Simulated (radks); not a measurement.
Valence configurations of the gold ion Au+ (all share [Xe]). Method: scalar-relativistic Kohn-Sham, PBE, spin-polarised, spherical densities, point nucleus; open shells are filled with parallel spins first (spin-orbit coupling, left out, can overturn this in heavy ions); computed with a radial shooting solver on a logarithmic mesh with Libxc functionals. Energies are relative to 4f14 5d10; eigenvalues in eV for spin up.

| valence | E (eV) | moment (Bohr magnetons) | e(4f) | e(5d) | e(6p) | e(6s) |
|---|---|---|---|---|---|---|
| 4f14 5d10 | 0.000 | 0 | -89.582 | -15.328 | - | - |
| 4f14 5d9.5 6s0.5 | 1.071 | 1 | -91.257 | -16.710 | - | -14.053 |
| 4f14 5d9 6s1 | 2.178 | 2 | -92.979 | -18.102 | - | -14.861 |
| 4f14 5d9.5 6p0.5 | 4.483 | 1 | -92.163 | -17.529 | -7.749 | - |
| 4f14 5d9 6p1 | 9.376 | 2 | -94.754 | -19.692 | -8.663 | - |
| 4f14 5d8 6p2 | 20.407 | 4 | -99.978 | -23.941 | -10.324 | - |
| 4f13.5 5d10 6s0.5 | 39.762 | 1 | -97.245 | -17.159 | - | -14.034 |
| 4f13 5d10 6p1 | 89.929 | 2 | -106.98 | -20.746 | -8.653 | - |
| 4f12.5 5d10 6s0.5 6p1 | 136.49 | 3 | -115.13 | -22.780 | -9.119 | -16.822 |
| 4f12 5d10 6s2 | 179.31 | 2 | -121.76 | -23.067 | - | -15.873 |

NIST lists [Xe] 4f14 5d10 as the ground configuration; this level of theory agrees among the configurations tried. The energies are those of spherical high-spin densities, not of single terms.
